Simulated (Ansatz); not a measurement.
Consider the isomerisation: `C[SiH2]C[SiH3]` → `CC[SiH2][SiH3]`.

Calculated with Ansatz (gas phase, PBE0-D4/def2-TZVP geometries, no zero-point term in ΔE). CBS: MP2 limit from def2 TZ/QZ plus the TZ coupled-cluster correction, frozen cores. DFT in def2-TZVPP. B3LYP here is the variant with VWN-RPA as its local correlation; programs differ in this. Each species was taken in one conformer, which may not be the lowest.

```
             level  ΔE (kJ/mol)  difference from CCSD(T)/CBS
            PBE-D4         42.3                        -13.5
         r2SCAN-D4         53.6                         -2.2
           PBE0-D4         46.5                         -9.3
           ωB97X-V         52.4                         -3.4
           ωB97M-V         61.0                          5.2
            B2PLYP         55.3                         -0.5
               PBE         41.3                        -14.5
              PBE0         45.8                        -10.0
             B3LYP         50.4                         -5.4
     HF/def2-TZVPP         57.2                          1.4
    MP2/def2-TZVPP         62.9                          7.1
SCS-MP2/def2-TZVPP         60.0                          4.2
   CCSD/def2-TZVPP         54.6                         -1.2
     HF/def2-QZVPP         58.1                          2.3
    MP2/def2-QZVPP         64.0                          8.2
     MP2/CBS(def2)         64.4                          8.6
       CCSD(T)/CBS         55.8                            0
```

Largest T1 diagnostic among the species: 0.011.

From PBE to PBE0 (25 % exact exchange), in def2-TZVPP and without D4, ΔE moves by +4.5 kJ/mol.

CCSD(T)/CBS has its own doubt, a few kJ/mol and more with outer-core shells, so smaller differences from it don't rank the levels.
